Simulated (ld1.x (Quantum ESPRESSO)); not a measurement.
**u(r) = r·R(r): atom against pseudo-atom (gold (Au))**

Columns: radius, all-electron u(r) and pseudo u(r) of the 6s shell (level -22.77 eV) of gold in the configuration [Xe] 4f14 5d9 6s0 6p0; Wu–Cohen, scalar-relativistic, ultrasoft scheme, ld1.x (Quantum ESPRESSO) 7.5.

| r (bohr) | all-electron | pseudo |
| --- | --- | --- |
| 0.152 | 0.1561 | -0.0671 |
| 0.305 | -0.2381 | -0.1351 |
| 0.458 | -0.0160 | -0.2039 |
| 0.610 | 0.2948 | -0.2733 |
| 0.762 | 0.3737 | -0.3431 |
| 0.915 | 0.2574 | -0.4132 |
| 1.068 | 0.0497 | -0.4818 |
| 1.220 | -0.1712 | -0.5468 |
| 1.372 | -0.3670 | -0.6066 |
| 1.525 | -0.5228 | -0.6593 |
| 1.678 | -0.6347 | -0.7024 |
| 1.830 | -0.7059 | -0.7335 |
| 1.982 | -0.7434 | -0.7514 |
| 2.135 | -0.7536 | -0.7546 |
| 2.288 | -0.7425 | -0.7425 |
| 2.440 | -0.7160 | -0.7160 |
| 2.592 | -0.6788 | -0.6788 |
| 2.745 | -0.6349 | -0.6349 |
| 2.898 | -0.5876 | -0.5876 |
| 3.050 | -0.5395 | -0.5395 |
| 3.202 | -0.4918 | -0.4918 |
| 3.355 | -0.4452 | -0.4452 |
| 3.508 | -0.4006 | -0.4006 |
| 3.660 | -0.3589 | -0.3589 |
| 3.812 | -0.3199 | -0.3199 |
| 3.965 | -0.2836 | -0.2836 |

Question: How many radial nodes do the two functions have?

Answer: The all-electron 6s function has n − l − 1 = 5 (the table is too coarse to show those close to the nucleus); the pseudo-wave has 0, since the states of the same l below it are removed with the core.

Question: At about which radius was the pseudo-wave matched?

Answer: 2.30 bohr, where the columns begin to agree (steps of 0.15 bohr).

Question: Where does each function peak?

Answer: Outermost all-electron maximum near 2.13 bohr, pseudo maximum near 2.13 bohr (to the table’s step).

Question: Is the pseudo-wave norm-conserving?

Answer: No, it belongs to an ultrasoft set: the norm inside the radius is not constrained, and the difference is carried by the augmentation charge.
